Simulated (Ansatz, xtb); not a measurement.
# C5H5NO: 3 structures ranked

3 gas-phase structures of C5H5NO, from a drawn sample of its isomers (lower ones may exist). Each was relaxed with GFN2-xTB:

A. `N#C[C@@H]1C[C@@H]1C=O`, a singlet
B. `N#C[C@@H]1C[C@H]1C=O`, a singlet
C. `N#CC1(C=O)CC1`, a singlet

Task: Estimate their order in r2SCAN-D4/def2-SVP energy at these geometries, lowest first.

Result: Calculated order at r2SCAN-D4/def2-SVP: C (0.0), B (0.1), A (2.2) kcal/mol. Less than 1 kcal/mol parts C and B, so the order within that pair means little.

Energies above the lowest of each column, in kcal/mol; the last columns are at PBE-D3(BJ)/def2-SVP geometries:

```
structure  GFN2-xTB  HF/STO-3G  r2SCAN-D4/def2-SVP  PBE-D3(BJ)/def2-SVP  CCSD(T)/def2-SVP + ΔMP2/def2-TZVPP
        C       0.3        0.1                 0.0                  0.1                                 0.0
        B       0.0        0.0                 0.1                  0.0                                 0.3
        A       0.4        0.4                 2.2                  2.1                                 1.9
```

Every level run on C puts it lowest or level with the lowest. Flexible structures stand in one conformer each, not always the lowest. ΔMP2 is the change of the MP2 energy from the smaller to the larger basis.

Programs: Ansatz 0.2.0, xtb 6.7.1.
